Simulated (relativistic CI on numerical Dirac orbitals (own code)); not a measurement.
Calculated at this level of theory: Dirac-Coulomb-Breit CI, KLI orbitals optimised for each configuration, model QED, unscaled Slater integrals (own radial code, finite nucleus).

The strongest absorption lines from the ground level of an ion, among the configurations computed and to levels below about 3050 eV (vacuum wavelength in Å, gf): 4.0891 (0.14), 4.1006 (0.048), 5.1850 (0.0092), 5.3325 (0.038), 5.4168 (0.43), 5.4571 (0.24), 72.093 (0.14), 169.25 (0.0051).

Problem. Which ion is it?
A. As²⁹⁺
B. Y³⁵⁺
C. Kr³²⁺
D. Kr³⁰⁺

Solution. C. Kr³²⁺ has 4 electrons and the ground level 2s² ¹S0; the strongest line goes to 2s3p ¹P°1. The pattern of lines fixes the number of electrons, and along that sequence the line energies rise steadily with the charge (about as its square where n changes within one kind of shell, about linearly where n is kept but much faster in heavy ions where fine structure, which grows about as Z⁴, sets the gap, and irregularly where shells cross), which fixes Z. Configurations outside the model, such as inner-shell arrays, can give stronger lines. At this charge energies of transitions that change n are usually good to better than 1 %, and those within a shell (Δn = 0) to a few per cent.

LS names give the leading component of a level, which can be under half, so a name can repeat, a term be missing and a line seem to break the LS rules.
